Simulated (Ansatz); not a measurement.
`N[SiH](O)N[SiH3]`. The species carries charge 0 and has multiplicity 1.

```json
{"atom": "N1", "x (Å)": "2.212", "y (Å)": "-0.178", "z (Å)": "0.688"}
{"atom": "Si2", "x (Å)": "0.564", "y (Å)": "0.211", "z (Å)": "0.884"}
{"atom": "O3", "x (Å)": "-0.446", "y (Å)": "-0.896", "z (Å)": "1.571"}
{"atom": "N4", "x (Å)": "-0.059", "y (Å)": "0.507", "z (Å)": "-0.691"}
{"atom": "Si5", "x (Å)": "-1.673", "y (Å)": "0.236", "z (Å)": "-1.242"}
{"atom": "H6", "x (Å)": "2.527", "y (Å)": "-0.820", "z (Å)": "-0.021"}
{"atom": "H7", "x (Å)": "2.851", "y (Å)": "-0.135", "z (Å)": "1.465"}
{"atom": "H8", "x (Å)": "0.509", "y (Å)": "1.340", "z (Å)": "1.838"}
{"atom": "H9", "x (Å)": "-0.561", "y (Å)": "-1.735", "z (Å)": "1.122"}
{"atom": "H10", "x (Å)": "0.541", "y (Å)": "1.020", "z (Å)": "-1.319"}
{"atom": "H11", "x (Å)": "-2.037", "y (Å)": "-1.205", "z (Å)": "-1.155"}
{"atom": "H12", "x (Å)": "-1.736", "y (Å)": "0.657", "z (Å)": "-2.667"}
{"atom": "H13", "x (Å)": "-2.691", "y (Å)": "0.998", "z (Å)": "-0.471"}
```

**Question.** What are the harmonic wavenumbers in cm⁻¹ at PBE0-D4/def2-TZVP (Ansatz, finite differences of forces, unscaled)? (Estimate.)

**Answer.** Ansatz gave: 65, 84, 124, 223, 242, 317, 341, 367, 395, 417, 618, 715, 731, 770, 780, 862, 901, 911, 939, 941, 953, 962, 1000, 1186, 1577, 2204, 2218, 2223, 2256, 3609, 3625, 3706, 3912.

**Question.** Is this a minimum?

**Answer.** Yes, all 33 modes are real.

**Question.** Give the ideal-gas thermochemistry at 298.15 K and 1 bar (rigid rotor, harmonic oscillator; point group C1, symmetry number 1).

**Answer.** Zero-point energy 240.3 kJ/mol; H(298) − E = 265.8 kJ/mol; entropy 377.6 J/(mol·K), of which translation 167.3, rotation 114.7, vibration 95.7; G(298) − E = 153.2 kJ/mol. Modes under 100 cm⁻¹ are hindered rotations or soft bends, so the harmonic entropy is rough.

**Question.** And at 400, 500, 600, 800 and 1000 K?

**Answer.** 
```tsv
T (K)	H − E (kJ/mol)	S (J/mol/K)	G − E (kJ/mol)
400	281.4	422.3	112.5
500	299.0	461.6	68.2
600	318.5	497.1	20.3
800	361.5	558.8	-85.5
1000	408.4	611.0	-202.6
```

**Question.** Rotational constants (cm⁻¹)?

**Answer.** 0.194, 0.06025, 0.05014.
